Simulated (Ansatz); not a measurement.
Cost and result for the atomization energy of C10H20 (`C=CCCCCCCCC`) (30 atoms, 29 bonds).

```xyz
30

C    -1.510   -0.468   -3.347
C    -0.497   -1.223   -2.941
C    -0.206   -1.641   -1.537
C    -1.191   -1.162   -0.487
C    -0.829   -1.604    0.928
C     0.431   -0.985    1.536
C     0.232    0.345    2.258
C    -0.205    1.534    1.408
C     0.722    1.883    0.249
C     2.140    2.225    0.676
H    -1.634   -0.215   -4.394
H    -2.250   -0.076   -2.659
H     0.209   -1.585   -3.687
H    -0.146   -2.738   -1.507
H     0.808   -1.303   -1.289
H    -1.274   -0.074   -0.538
H    -2.184   -1.553   -0.733
H    -0.718   -2.695    0.919
H    -1.675   -1.399    1.595
H     1.208   -0.883    0.771
H     0.841   -1.689    2.267
H     1.166    0.599    2.771
H    -0.509    0.199    3.053
H    -0.287    2.408    2.065
H    -1.215    1.361    1.022
H     0.748    1.058   -0.471
H     0.294    2.732   -0.293
H     2.643    1.370    1.135
H     2.145    3.040    1.406
H     2.744    2.540   -0.177
```

The species carries charge 0 and has multiplicity 1. The geometry is a stationary point of PBE0-D4/def2-TZVP. It is one conformer, not always the lowest. Program: Ansatz. All runs use 4 threads of an AMD EPYC 7R13 on a shared host and a share of an NVIDIA H100 80 GB. Times are those of one run each, without the atoms' runs, and a repeat can differ threefold. Electronic energies, without spin–orbit coupling; frozen cores. CCSD(T)/CBS adds CCSD(T) − MP2 in def2-TZVPP to the MP2 limit, and its time is that of the two runs behind it. T1 = 0.009. B3LYP takes the VWN-RPA correlation (the form of Gaussian; ORCA's B3LYP/G).

CCSD(T)/CBS is a level of theory with its own doubt, some kJ/mol a heavy atom from the limit and from the frozen cores, so smaller differences don't rank the functionals.

```json
{"level": "PBE0-D4/def2-TZVPP", "functions": "590", "wall time": "15 s"}
{"level": "B3LYP-D4/def2-TZVPP (with forces)", "functions": "590", "wall time": "15 s"}
{"level": "B2PLYP/def2-TZVPP", "functions": "590", "wall time": "15 s"}
{"level": "PBE-D4/def2-TZVPP (with forces)", "functions": "590", "wall time": "16 s"}
{"level": "ωB97X-V/def2-TZVPP", "functions": "590", "wall time": "17 s"}
{"level": "ωB97M-V/def2-TZVPP (with forces)", "functions": "590", "wall time": "18 s"}
{"level": "r2SCAN-D4/def2-TZVPP (with forces)", "functions": "590", "wall time": "18 s"}
{"level": "MP2/def2-QZVPP", "functions": "1170", "wall time": "40 s"}
{"level": "CCSD(T)/def2-TZVPP", "functions": "590", "wall time": "6.2 min"}
{"level": "CCSD(T)/CBS(def2)", "functions": "–", "wall time": "6.8 min"}
```

Task: What atomization energy does each give, and how far from CCSD(T)/CBS? (Estimate.)

Result: The calculation gave: 
```json
{"level": "PBE0-D4/def2-TZVPP", "atomization (kcal/mol)": "2942.4", "difference from CCSD(T)/CBS": "25.7", "per bond": "0.9"}
{"level": "B3LYP-D4/def2-TZVPP (with forces)", "atomization (kcal/mol)": "2920.5", "difference from CCSD(T)/CBS": "3.8", "per bond": "0.1"}
{"level": "B2PLYP/def2-TZVPP", "atomization (kcal/mol)": "2889.3", "difference from CCSD(T)/CBS": "-27.4", "per bond": "-0.9"}
{"level": "PBE-D4/def2-TZVPP (with forces)", "atomization (kcal/mol)": "2973.0", "difference from CCSD(T)/CBS": "56.3", "per bond": "1.9"}
{"level": "ωB97X-V/def2-TZVPP", "atomization (kcal/mol)": "2920.8", "difference from CCSD(T)/CBS": "4.1", "per bond": "0.1"}
{"level": "ωB97M-V/def2-TZVPP (with forces)", "atomization (kcal/mol)": "2925.5", "difference from CCSD(T)/CBS": "8.8", "per bond": "0.3"}
{"level": "r2SCAN-D4/def2-TZVPP (with forces)", "atomization (kcal/mol)": "2924.0", "difference from CCSD(T)/CBS": "7.3", "per bond": "0.3"}
{"level": "MP2/def2-QZVPP", "atomization (kcal/mol)": "2920.3", "difference from CCSD(T)/CBS": "3.6", "per bond": "0.1"}
{"level": "CCSD(T)/def2-TZVPP", "atomization (kcal/mol)": "2857.9", "difference from CCSD(T)/CBS": "-58.8", "per bond": "-2.0"}
{"level": "CCSD(T)/CBS(def2)", "atomization (kcal/mol)": "2916.7", "difference from CCSD(T)/CBS": "0.0", "per bond": "0.0"}
```

In def2-TZVPP, CCSD(T) changes the Hartree–Fock value by +646.1 kcal/mol (the triples alone add +35.1 kcal/mol) and MP2 by +674.1 kcal/mol; breaking electron pairs costs correlation energy, which Hartree–Fock lacks. The D4 term adds +26.6 kcal/mol with B3LYP and +14.6 kcal/mol with PBE0; it sums over pairs of atoms, weighted by their polarisabilities, and B3LYP, whose exchange is more repulsive, gets the larger term. From PBE to PBE0 (25 % exact exchange), in def2-TZVPP and without D4, the atomization energy moves by −28.2 kcal/mol: exact exchange takes away binding that semilocal exchange gives to molecules.
